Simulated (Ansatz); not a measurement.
trans-CrF2(H2O)4 (CrO₄F₂H₈), relaxed as a quintet with UKS B3LYP-D4/def2-SVP in Ansatz, starting from the B3LYP-D4/def2-SVP geometry of the neutral triplet. Force threshold 0.02 eV/Å.

In the quintet geometry the species has come apart into loosely held pieces. The relaxation made no stability test and no search for a lower SCF solution. The name describes the triplet; other states may take another shape.

Start:

```xyz
15

Cr   -0.001    0.000    0.000
F     1.479    1.237    0.231
F    -1.480   -1.238   -0.232
O     0.209    1.210   -1.922
H     0.648    0.734   -2.641
H     0.937    1.559   -1.344
O    -0.209   -1.212    1.921
H    -0.940   -1.556    1.344
H    -0.643   -0.734    2.641
O    -1.767    1.242    0.103
H    -2.233    0.399   -0.102
H    -1.735    1.725   -0.739
O     1.766   -1.243   -0.102
H     1.736   -1.724    0.741
H     2.232   -0.398    0.101
```

```tsv
step	energy (eV)	largest force component (eV/Å)	SCF passes
1	-42165.2511	0.608	25
2	-42165.3543	0.242	28
3	-42165.3919	0.209	29
4	-42165.4245	0.392	30
5	-42165.4604	0.533	30
6	-42165.5073	0.464	26
7	-42165.5806	0.381	27
8	-42165.6880	0.370	28
9	-42165.7791	0.575	27
10	-42165.8226	0.642	28
11	-42165.8641	0.115	30
12	-42165.8657	0.144	26
13	-42165.8688	0.015	26
```

Force components are those of the run's own axes.

End:

```xyz
15

Cr    0.001    0.004    0.003
F     1.331    1.062   -0.833
F    -1.331   -1.054    0.838
O    -0.025    2.395   -2.515
H     0.102    1.940   -3.359
H     0.683    2.010   -1.921
O     0.024   -2.402    2.509
H    -0.684   -2.010    1.918
H    -0.101   -1.952    3.355
O    -1.451    1.235   -0.746
H    -2.332    0.868   -0.894
H    -1.119    1.756   -1.546
O     1.452   -1.229    0.748
H     1.118   -1.756    1.544
H     2.334   -0.867    0.898
```

Bonds lost: Cr1–O4, Cr1–O7 (atoms count from 1). The end holds 3 separate pieces.

No frequencies were taken in this run, so the end may be a saddle point.

Hardware: 4 threads of Intel Xeon 6975P-C on a shared host. Wall time 38 s.
